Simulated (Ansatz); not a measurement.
Ga₇P₇⁻. Charge -1, multiplicity 2. Geometry PBE-D4/def2-SVP, that of the neutral singlet; atoms count from 1.

```xyz
14

Ga    0.9709   -1.0398   -2.8627
Ga    0.2017   -1.6727    2.4216
Ga    1.6564   -1.4309   -0.1818
Ga   -2.7719   -1.3798    0.4292
Ga   -0.1148    2.1907    0.0725
Ga   -0.3895    1.7210   -2.6686
Ga   -1.0479    0.8991    2.6039
P     2.8841   -1.7649   -2.1093
P    -1.2569   -0.4289   -2.6619
P     2.2754   -2.1114    1.9099
P    -1.9408   -1.1578    2.9877
P     0.2573    3.5812   -1.7333
P    -0.1358    2.8497    2.2605
P    -0.5881   -0.2555   -0.4677
```

Single mean-field runs in def2-TZVP are fitted with def2-universal-jkfit.

Problem. Estimate the Mulliken populations from the PBE0/def2-TZVP orbitals of Ansatz.

Solution. 
| atom | charge (e) | spin (α − β) |
| --- | --- | --- |
| Ga1 | 0.09 | 0.25 |
| Ga2 | 0.16 | 0.06 |
| Ga3 | 0.25 | 0.03 |
| Ga4 | 0.23 | -0.01 |
| Ga5 | 0.25 | 0.03 |
| Ga6 | 0.09 | 0.25 |
| Ga7 | 0.16 | 0.06 |
| P8 | -0.29 | 0.05 |
| P9 | -0.15 | 0.08 |
| P10 | -0.28 | -0.01 |
| P11 | -0.32 | 0.08 |
| P12 | -0.29 | 0.05 |
| P13 | -0.28 | -0.01 |
| P14 | -0.62 | 0.11 |
Mulliken values depend strongly on the basis.

Problem. Where does the spin sit?

Solution. Summed by element: Ga 0.66, P 0.34, of 1 unpaired in all. Largest on single atoms: Ga1 0.25, Ga6 0.25, P14 0.11.

Problem. And the Mayer bond orders between heavy atoms (over 0.3)?

Solution. Ga1–P8 1.52 (2.18 Å); Ga1–P9 0.88 (2.32 Å); Ga2–P10 1.57 (2.18 Å); Ga2–P11 1.09 (2.28 Å); Ga3–P8 1.15 (2.31 Å); Ga3–P10 1.16 (2.29 Å); Ga3–P14 0.57 (2.55 Å); Ga4–P11 0.53 (2.70 Å); Ga4–P14 0.51 (2.61 Å); Ga5–P12 1.15 (2.31 Å); Ga5–P13 1.16 (2.29 Å); Ga5–P14 0.57 (2.55 Å); Ga6–P9 0.88 (2.32 Å); Ga6–P12 1.52 (2.18 Å); Ga7–P11 1.09 (2.27 Å); Ga7–P13 1.57 (2.18 Å); P9–P14 0.91 (2.30 Å).
